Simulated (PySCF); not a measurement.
H7NO2Si2, SMILES N[Si](O)(O)[SiH3]. Atoms are numbered in the order given.

```xyz
12

N      1.3827    -1.4020     0.0000
Si     0.4139     0.0528     0.0000
O      0.7839     0.8659    -1.4236
O      0.7839     0.8659     1.4236
Si    -1.9194    -0.1368     0.0000
H      1.3685    -1.9925     0.8369
H      1.3685    -1.9925    -0.8369
H      1.7354     0.8693    -1.6369
H      1.7354     0.8693     1.6369
H     -2.3672    -0.9076    -1.2157
H     -2.6165     1.1973     0.0000
H     -2.3672    -0.9076     1.2157
```

Geometry: PBE-D3(BJ)/def2-SVP. The structure was generated by enumeration, and PubChem lists no compound with its InChIKey, so it may never have been made. One conformer was computed; it need not be the lowest.

Level of theory: PBE-D3(BJ)/def2-SVP run with PySCF.

Frequencies are harmonic and unscaled.

**Question.** Give all harmonic wavenumbers and intensities. (Estimate from the structure and the level; the computed values follow.)

**Answer.** 
| mode | ν (cm⁻¹) | IR (km/mol) | moving atoms (share of kinetic energy) |
|---|---|---|---|
| 1 | 101 | 0.6 | H 94 % |
| 2 | 118 | 1.9 | N 34 %, H 23 %, Si 22 %, O 21 % |
| 3 | 131 | 0.1 | O 58 %, Si 21 %, H 20 % |
| 4 | 173 | 2.4 | H 91 % |
| 5 | 238 | 0.0 | H 48 %, O 27 %, N 15 %, Si 10 % |
| 6 | 252 | 34.3 | H 36 %, O 29 %, Si 21 %, N 14 % |
| 7 | 273 | 14.8 | O 43 %, Si 33 %, H 19 % |
| 8 | 357 | 155.5 | H 65 %, O 30 % |
| 9 | 377 | 80.3 | H 79 %, O 10 %, N 10 % |
| 10 | 441 | 13.3 | Si 51 %, H 33 %, N 9 % |
| 11 | 480 | 233.1 | H 70 %, Si 15 %, N 14 % |
| 12 | 503 | 33.2 | H 83 %, Si 14 % |
| 13 | 503 | 32.7 | H 74 %, Si 15 % |
| 14 | 732 | 134.5 | O 51 %, N 22 %, H 17 %, Si 10 % |
| 15 | 765 | 127.4 | H 92 % |
| 16 | 787 | 73.1 | H 60 %, O 27 %, N 11 % |
| 17 | 832 | 193.7 | H 88 % |
| 18 | 849 | 103.7 | Si 43 %, N 28 %, O 18 %, H 11 % |
| 19 | 884 | 15.7 | H 66 %, Si 23 %, O 10 % |
| 20 | 899 | 2.8 | H 89 % |
| 21 | 906 | 61.7 | H 95 % |
| 22 | 932 | 143.3 | Si 42 %, O 30 %, H 26 % |
| 23 | 1494 | 44.7 | H 90 %, N 10 % |
| 24 | 2145 | 54.8 | H 99 % |
| 25 | 2155 | 95.5 | H 96 % |
| 26 | 2164 | 88.8 | H 96 % |
| 27 | 3474 | 21.9 | H 96 % |
| 28 | 3568 | 17.6 | H 91 %, N 9 % |
| 29 | 3724 | 15.1 | H 94 % |
| 30 | 3726 | 54.0 | H 94 % |
